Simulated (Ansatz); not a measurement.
```xyz
10

C    -1.000    1.571   -1.714
Zn   -0.566    0.648   -0.055
Te   -0.670    0.107    2.439
Ti    1.027   -1.560    1.561
Cl    2.924   -1.233    2.566
Cl    1.219   -1.193   -0.636
Cl    0.305   -3.572    1.946
H    -0.098    2.023   -2.131
H    -1.399    0.858   -2.438
H    -1.741    2.351   -1.537
```

Total charge 0; spin multiplicity 1. Te: def2 effective core potential.

**Question.** List the ωB97M-V/def2-TZVPP orbital energies in eV (the Gaussian-basis code of Ansatz). (Best estimate.)

**Answer.** Ansatz gave: Occupied: -9465.82, -4882.37, -2772.86, -2772.29, -2772.29, -1157.03, -1017.47, -1017.46, -1017.39, -550.78, -459.34, -459.31, -459.25, -281.05, -263.26, -262.69, -262.69, -200.67, -200.65, -200.63, -200.11, -200.11, -200.07, -200.07, -200.06, -200.06, -174.89, -136.89, -123.67, -123.64, -123.59, -92.26, -92.23, -92.14, -71.23, -46.75, -46.67, -46.59, -46.58, -46.58, -46.58, -46.50, -46.24, -26.28, -25.66, -25.50, -21.78, -20.08, -17.59, -17.56, -17.54, -17.52, -17.42, -13.97, -13.83, -13.49, -13.40, -13.36, -13.29, -13.05, -12.77, -12.45, -12.25, -11.68, -10.92, -10.39, -9.75, -9.07. Lowest empty: -1.38, -1.23, -0.97, -0.78, -0.78, 0.65, 0.98, 1.77.
